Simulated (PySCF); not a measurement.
C₄H₉O, SMILES C(C)O[CH]C, multiplicity 2. Geometry optimised at PBE-D3(BJ)/def2-SVP. The isomer is the one that the SMILES or the coordinates give; other isomers of the formula were not compared. One conformer was computed; it need not be the lowest.

Give the equilibrium geometry at PBE-D3(BJ)/def2-SVP (PySCF confirms it by a frequency run) as Cartesian coordinates in Å. (The exact figures need the calculation; the answer reports its results.)

One answer among several that fit: 
```xyz
14

C      2.4322     0.2096    -0.2818
C      1.1936    -0.1454     0.4567
O      0.0313     0.0470    -0.2327
C     -1.1654    -0.2360     0.4843
C     -2.3532     0.0534    -0.4133
H      2.4481    -0.2705    -1.2837
H      2.5401     1.3103    -0.4575
H      3.3277    -0.1248     0.2781
H      1.1325    -0.0499     1.5590
H     -1.2041     0.3889     1.4102
H     -1.1609    -1.3023     0.8133
H     -3.3012    -0.1570     0.1202
H     -2.3180    -0.5762    -1.3245
H     -2.3575     1.1156    -0.7292
```
Charge 0, spin multiplicity 2.
